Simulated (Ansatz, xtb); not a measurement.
**Two isomers of C4H8SSi2**

We compare a, `[SiH3]c1csc([SiH3])c1`, a singlet, with b, `[SiH3]c1ccc([SiH3])s1`, a singlet. Both are isolated molecules in the gas phase, relaxed with B3LYP/def2-SVP.

Q: Estimate E(b) − E(a) at the level CCSD(T)/def2-SVP + ΔMP2/def2-TZVPP.

A: Calculated at CCSD(T)/def2-SVP + ΔMP2/def2-TZVPP: E(b) − E(a) = −1.18 kcal/mol, so structure b lies lower.

Level by level:

```csv
level,geometry,E(b) − E(a) (kcal/mol),departure from the last row (kcal/mol),"job, with rough time for the two"
GFN2-xTB,GFN2-xTB,−0.07,+1.12,"optimisation, 0.63 s"
HF/STO-3G,GFN2-xTB,−0.23,+0.96,"single point, 3 s"
r2SCAN-D4/def2-SVP,GFN2-xTB,−1.95,−0.76,"single point, 15 s"
B3LYP/def2-SVP,B3LYP/def2-SVP,−1.28,−0.10,"optimisation, 5.8 min"
HF/def2-SVP,B3LYP/def2-SVP,−1.12,+0.06,part of the CCSD(T) run
MP2/def2-SVP,B3LYP/def2-SVP,−1.43,−0.25,part of the CCSD(T) run
CCSD(T)/def2-SVP,B3LYP/def2-SVP,−1.11,+0.07,single point
CCSD(T)/def2-SVP + ΔMP2/def2-TZVPP,B3LYP/def2-SVP,−1.18,,"single point, 4.7 min"
```

As drawn, both hold the same kinds of bond in the same numbers.

GFN2-xTB, HF/STO-3G find them nearly level. The largest departure from CCSD(T)/def2-SVP + ΔMP2/def2-TZVPP is that of GFN2-xTB, 1.12 kcal/mol. The last row adds to CCSD(T) the change of the MP2 difference between the two basis sets, here −0.07 kcal/mol.

With thermal terms from frequencies at re-optimised GFN2-xTB minima (ideal gas, soft modes damped towards free rotors, one conformer each, 298.15 K, 1 atm): on the last row, ΔE + ΔZPE = −1.14, ΔH = −1.11, ΔG = −0.75 kcal/mol.

The correlated steps freeze 19 core orbitals. Programs: Ansatz 0.2.0, xtb 6.7.1; the last row on 2 threads of Intel(R) Xeon(R) Processor @ 2.50GHz (Skylake/Cascade Lake) on a shared host.
